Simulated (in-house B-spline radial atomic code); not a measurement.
A radial electron density 4πr²n(r) was computed for an atom or ion in its tabulated ground configuration with an all-electron radial atomic-structure program (B-spline basis); method: Dirac-Kohn-Sham PW91, spherical fractional occupations. Columns: r (bohr), 4πr²n(r) (electrons per bohr), bar.

```
 0.00168    1.512 #
 0.00205    2.154 ##
 0.00248    3.006 ##
 0.00301    4.189 ###
 0.00366    5.806 ####
 0.00444    7.931 ######
 0.00539    10.71 ########
 0.00655    14.26 ###########
 0.00795    18.61 ##############
 0.00965    23.74 ##################
  0.0117    29.45 #######################
  0.0142    35.41 ###########################
  0.0173    41.06 ###############################
   0.021    45.37 ###################################
  0.0254    47.61 ####################################
  0.0309    47.37 ####################################
  0.0375    44.91 ##################################
  0.0455    41.62 ################################
  0.0553     39.7 ##############################
  0.0671    41.28 ################################
  0.0815    46.76 ####################################
  0.0989    53.66 #########################################
    0.12    57.43 ############################################
   0.146    54.35 ##########################################
   0.177     45.4 ###################################
   0.215    36.28 ############################
   0.261    33.42 ##########################
   0.317    37.22 #############################
   0.384     41.1 ###############################
   0.466    38.31 #############################
   0.566    28.43 ######################
   0.688    17.02 #############
   0.835    9.462 #######
    1.01    6.242 #####
    1.23    4.753 ####
    1.49    3.198 ##
    1.81    1.545 #
     2.2   0.4949 
    2.67   0.1017 
    3.24  0.01177 
    3.94 0.0006548 
    4.78 1.768e-05
```

Problem. Which atom or ion is it?
A. Sr6+
B. Sr7+
C. Rb6+
D. Nb7+

Solution. A. The area under the curve, ∫4πr²n dr = ∫r·4πr²n d(ln r) on this logarithmic grid, is 32 electrons, which only this option has. The configuration is [Ar] 3d10 4s2 4p2.
